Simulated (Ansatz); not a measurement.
One change: `BC(=O)CCl` becomes `O=CCCl`.

Ansatz, PBE0-D4/def2-TZVP geometries, multiplicity 1. Each molecule was computed in one conformer, which needn't be the lowest.

| property | `BC(=O)CCl` |
| --- | --- |
| HOMO–LUMO gap (PBE0/def2-TZVPP) / eV | 6.22 |
| HOMO–LUMO gap (B3LYP/def2-TZVPP) / eV | 5.75 |
| size of the dipole moment (PBE/def2-TZVPP) / D | 2.63 |
| HOMO energy (B3LYP/def2-TZVPP) / eV | -7.06 |
| LUMO energy (PBE0/def2-TZVPP) / eV | -1.05 |
| LUMO energy (B3LYP/def2-TZVPP) / eV | -1.31 |

(1) Give the same properties after the change, and the shifts. (Estimate.)

Answers

(1) Computed: 
```tsv
property	`O=CCCl`	shift
HOMO–LUMO gap (PBE0/def2-TZVPP) / eV	6.62	0.40
HOMO–LUMO gap (B3LYP/def2-TZVPP) / eV	6.11	0.36
size of the dipole moment (PBE/def2-TZVPP) / D	1.33	-1.30
HOMO energy (B3LYP/def2-TZVPP) / eV	-7.76	-0.70
LUMO energy (PBE0/def2-TZVPP) / eV	-1.36	-0.31
LUMO energy (B3LYP/def2-TZVPP) / eV	-1.64	-0.33
```

With PBE0 the HOMO falls by 0.71 eV and the LUMO falls by 0.31 eV, so the gap widens by about 0.40 eV. PBE moves the HOMO by -0.62 eV and ωB97M-V by -0.73 eV. The zero-point energy changes by -28.6 kJ/mol with -6 modes. Dipoles are sizes alone; their direction can turn.

B3LYP here is the variant with VWN-RPA as its local correlation; programs differ in this.
